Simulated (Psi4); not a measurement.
C4H5N, charge -1, doublet, at a GFN2-xTB geometry (a state made from the parent by changing its charge; the spin is typed, not shown lowest) (a gas-phase anion, which may not be bound at this level); PBE0/pcseg-1 run with Psi4 1.11.

Here is a job for Psi4.
```
memory 2 GB

molecule {
-1 2
C    -0.04995486   -1.07906447    0.56123814
C    -1.15502101   -0.30673478    0.23174145
C    -0.71018762    0.82084237   -0.47439752
N     0.73369944    0.83310904   -0.50790060
C     1.09703458   -0.44222352    0.06446047
H    -0.06038837   -2.05008844    1.04625134
H    -2.19607247   -0.55746084    0.40945613
H    -1.23666393    1.76188197   -0.60695401
H     1.14387859    1.64255790    0.01376257
H     2.12212363   -0.58557148    0.39453298
symmetry c1
}

set {
  basis pcseg-1
  reference uks
}

energy('pbe0')
print_variables()
```

Q: What does Psi4 print? Leave out banner, timings and long lists.

A: 
```
   => Loading Basis Set <=

    Name: PCSEG-1
    Role: ORBITAL
    Keyword: BASIS

         ---------------------------------------------------------
                                   SCF
               by Justin Turney, Rob Parrish, Andy Simmonett
                          and Daniel G. A. Smith
                              UKS Reference
         ---------------------------------------------------------

  ==> Geometry <==

    Molecular point group: c1
    Full point group: C1

    Geometry (in Angstrom), charge = -1, multiplicity = 2:

       Center              X                  Y                   Z               Mass
    ------------   -----------------  -----------------  -----------------  -----------------
         C           -0.053349749292    -1.075975302687     0.579864822376    12.000000000000
         C           -1.158415899292    -0.303645612687     0.250368132376    12.000000000000
         C           -0.713582509292     0.823931537313    -0.455770837624    12.000000000000
         N            0.730304550708     0.836198207313    -0.489273917624    14.003074004430
         C            1.093639690708    -0.439134352687     0.083087152376    12.000000000000
         H           -0.063783259292    -2.046999272687     1.064878022376     1.007825032230
         H           -2.199467359292    -0.554371672687     0.428082812376     1.007825032230
         H           -1.240058819292     1.764971137313    -0.588327327624     1.007825032230
         H            1.140483700708     1.645647067313     0.032389252376     1.007825032230
         H            2.118728740708    -0.582482312687     0.413159662376     1.007825032230

  Running in c1 symmetry.

  Rotational constants: A =      0.30111  B =      0.28175  C =      0.14792 [cm^-1]
  Rotational constants: A =   9027.04598  B =   8446.72687  C =   4434.42046 [MHz]
  Nuclear repulsion =  157.993248960978093

  Charge       = -1
  Multiplicity = 2
  Electrons    = 37
  Nalpha       = 19
  Nbeta        = 18

  ==> Algorithm <==

  SCF Algorithm Type is DF.
  DIIS enabled.
  MOM disabled.
  Fractional occupation disabled.
  Guess Type is SAD.
  Energy threshold   = 1.00e-06
  Density threshold  = 1.00e-06
  Integral threshold = 1.00e-12

  ==> Primary Basis <==

  Basis Set: PCSEG-1
    Blend: PCSEG-1
    Number of shells: 45
    Number of basis functions: 95
    Number of Cartesian functions: 100
    Spherical Harmonics?: true
    Max angular momentum: 2

  ==> DFT Potential <==

   => LibXC <=

    Version 7.1.2
    S. Lehtola, C. Steigemann, M. J. T. Oliveira, and M. A. L. Marques,  SoftwareX 7, 1–5 (2018) (10.1016/j.softx.2017.11.002)

   => Composite Functional: PBE0 <=

    PBE0 Hyb-GGA Exchange-Correlation Functional

    C. Adamo and V. Barone,  J. Chem. Phys. 110, 6158 (1999) (10.1063/1.478522)
    M. Ernzerhof and G. E. Scuseria,  J. Chem. Phys. 110, 5029 (1999) (10.1063/1.478401)

    Deriv               =              1
    GGA                 =           TRUE
    Meta                =          FALSE

    Exchange Hybrid     =           TRUE
    MP2 Hybrid          =          FALSE

   => Exchange Functionals <=

    0.7500   Perdew, Burke & Ernzerhof

   => Exact (HF) Exchange <=

    0.2500               HF

   => Correlation Functionals <=

    1.0000   Perdew, Burke & Ernzerhof

   => LibXC Density Thresholds  <==

    XC_HYB_GGA_XC_PBEH:  1.00E-15

   => Molecular Quadrature <=

    Radial Scheme          =       TREUTLER
    Pruning Scheme         =           NONE
    Nuclear Scheme         =       TREUTLER

    Blocking Scheme        =         OCTREE
    BS radius alpha        =              1
    Pruning alpha          =              1
    Radial Points          =             75
    Spherical Points       =            302
    Total Points           =         213377
    Total Blocks           =           1619
    Max Points             =            256
    Max Functions          =             95
    Weights Tolerance      =       1.00E-15

[...]

  ==> Pre-Iterations <==

  SCF Guess: Superposition of Atomic Densities via on-the-fly atomic UHF (no occupation information).

   -------------------------
    Irrep   Nso     Nmo
   -------------------------
     A         95      95
   -------------------------
    Total      95      95
   -------------------------

  ==> Iterations <==

                           Total Energy        Delta E     RMS |[F,P]|

   @DF-UKS iter SAD:  -209.44540773600664   -2.09445e+02   0.00000e+00
   @DF-UKS iter   1:  -209.23651092563776    2.08897e-01   1.00929e-02 DIIS/ADIIS
   @DF-UKS iter   2:  -208.62095418958944    6.15557e-01   1.51611e-02 DIIS/ADIIS
   @DF-UKS iter   3:  -209.78603257544151   -1.16508e+00   7.90691e-04 DIIS/ADIIS
   @DF-UKS iter   4:  -209.78873063363511   -2.69806e-03   4.65453e-04 DIIS/ADIIS
   @DF-UKS iter   5:  -209.78959058326126   -8.59950e-04   2.25041e-04 DIIS/ADIIS
   @DF-UKS iter   6:  -209.78980096405812   -2.10381e-04   6.25370e-05 DIIS
   @DF-UKS iter   7:  -209.78983542521689   -3.44612e-05   3.14150e-05 DIIS
   @DF-UKS iter   8:  -209.78984350432515   -8.07911e-06   1.70927e-05 DIIS
   @DF-UKS iter   9:  -209.78984630393703   -2.79961e-06   4.25380e-06 DIIS
   @DF-UKS iter  10:  -209.78984650171094   -1.97774e-07   8.36652e-07 DIIS
  Energy and wave function converged.

  ==> Post-Iterations <==

   Electrons on quadrature grid:
      Nalpha   =   18.9999912912 ; deviation = -8.709e-06
      Nbeta    =   17.9999991537 ; deviation = -8.463e-07
      Ntotal   =   36.9999904449 ; deviation = -9.555e-06

   @Spin Contamination Metric:   1.595093940E-02
   @S^2 Expected:                7.500000000E-01
   @S^2 Observed:                7.659509394E-01
   @S   Expected:                5.000000000E-01
   @S   Observed:                5.000000000E-01

    Orbital Energies [Eh]
    ---------------------

    Alpha Occupied:

[...]
      19A      0.131572

    Alpha Virtual:

[...]
      95A      3.916294

    Beta Occupied:

[...]
    Beta Virtual:

[...]
    Final Occupation by Irrep:
              A
    DOCC [    18 ]
    SOCC [     1 ]
    NA   [    19 ]
    NB   [    18 ]

  @DF-UKS Final Energy:  -209.78984650171094

   => Energetics <=

    Nuclear Repulsion Energy =            157.9932489609780930
    One-Electron Energy =                -603.2558190063271013
    Two-Electron Energy =                 258.5884568298116051
    DFT Exchange-Correlation Energy =     -23.1157332861736009
    Empirical Dispersion Energy =           0.0000000000000000
    VV10 Nonlocal Energy =                  0.0000000000000000
    Total Energy =                       -209.7898465017109686

  UHF NO Occupations:
  HONO-2 :   17  A 1.9993207
  HONO-1 :   18  A 1.9933418
  HONO-0 :   19  A 1.0000000
  LUNO+0 :   20  A 0.0066582
  LUNO+1 :   21  A 0.0006793
  LUNO+2 :   22  A 0.0002210
  LUNO+3 :   23  A 0.0001320

Computation Completed

Properties will be evaluated at   0.000000,   0.000000,   0.000000 [a0]

Properties computed using the SCF density matrix

 Multipole Moments:

 ------------------------------------------------------------------------------------
     Multipole            Electronic (a.u.)      Nuclear  (a.u.)        Total (a.u.)
 ------------------------------------------------------------------------------------

 L = 1.  Multiply by 2.5417464519 to convert [e a0] to [Debye]
 Dipole X            :          0.1958418           -0.2309547           -0.0351129
 Dipole Y            :         -0.0184837            0.2101565            0.1916727
 Dipole Z            :         -0.7001395            1.2671759            0.5670364
 Magnitude           :                                                    0.5995845

 ------------------------------------------------------------------------------------

  Variable Map:
  ----------------------------------------------------------------------------
[...]
  Array Variable Map:
  ----------------------------------------------------------------------------
[...]
[...]
```
